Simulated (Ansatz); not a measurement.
One change: `O=C[SiH](O)[SnH3]` becomes `O=C[SiH](O)CO`.

Ansatz, PBE0-D4/def2-TZVP geometries, multiplicity 1. Each molecule was computed in one conformer, which needn't be the lowest.

Elements past krypton have def2 core potentials.

```json
{"property": "LUMO energy (PBE/def2-TZVPP) / eV", "`O=C[SiH](O)[SnH3]`": "-2.81"}
{"property": "HOMO–LUMO gap (B3LYP/def2-TZVPP) / eV", "`O=C[SiH](O)[SnH3]`": "4.77"}
{"property": "HOMO–LUMO gap (PBE0/def2-TZVPP) / eV", "`O=C[SiH](O)[SnH3]`": "5.20"}
{"property": "HOMO–LUMO gap (ωB97M-V/def2-TZVPP) / eV", "`O=C[SiH](O)[SnH3]`": "9.52"}
{"property": "HOMO energy (PBE/def2-TZVPP) / eV", "`O=C[SiH](O)[SnH3]`": "-5.54"}
{"property": "HOMO energy (PBE0/def2-TZVPP) / eV", "`O=C[SiH](O)[SnH3]`": "-6.95"}
```

Problem. What does the change do to each property? (An estimate is asked.)

Solution. Ansatz gave: 
```csv
property,`O=C[SiH](O)CO`,shift
LUMO energy (PBE/def2-TZVPP) / eV,-2.94,-0.13
HOMO–LUMO gap (B3LYP/def2-TZVPP) / eV,4.99,0.22
HOMO–LUMO gap (PBE0/def2-TZVPP) / eV,5.45,0.25
HOMO–LUMO gap (ωB97M-V/def2-TZVPP) / eV,10.06,0.54
HOMO energy (PBE/def2-TZVPP) / eV,-5.77,-0.23
HOMO energy (PBE0/def2-TZVPP) / eV,-7.25,-0.30
```

B3LYP here is the variant with VWN-RPA as its local correlation; programs differ in this.
